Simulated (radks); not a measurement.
The numbers below are computed, except where a source is named.
Polarisability of neutral aluminium, [Ne] 3s2 3p1, at imaginary frequency. Code: a radial shooting solver on a logarithmic mesh with Libxc functionals. Model: non-relativistic Kohn-Sham, PBE, spin-unpolarised, spherical densities, point nucleus. Response by self-consistent Sternheimer equations with the Hartree and adiabatic LDA kernel.

| w (hartree) | alpha1(iw) (bohr^3) |
|---|---|
| 0.00266 | 70.53 |
| 0.0143 | 69.79 |
| 0.0360 | 66.12 |
| 0.0697 | 57.44 |
| 0.118 | 45.00 |
| 0.186 | 31.95 |
| 0.280 | 20.62 |
| 0.413 | 12.20 |
| 0.605 | 6.714 |
| 0.892 | 3.503 |
| 1.35 | 1.757 |
| 2.12 | 0.8525 |
| 3.59 | 0.3904 |
| 6.94 | 0.1470 |
| 17.5 | 0.03145 |

Static values: alpha1 = 70.56 bohr^3 (10.46 angstrom^3; uncoupled 102.0). C6 = 623.4, triple-dipole C9 = 31250 atomic units. One-pole (London) frequency 4 C6 / (3 alpha1^2) = 0.167 hartree, against 0.100 for minus the highest occupied eigenvalue. Recommended static value: 57.8 bohr^3 (Schwerdtfeger and Nagle, 2023 table).

Beside tabulated values, note that spin-unpolarised runs miss the spin-polarisation part of the exchange energy of open shells.
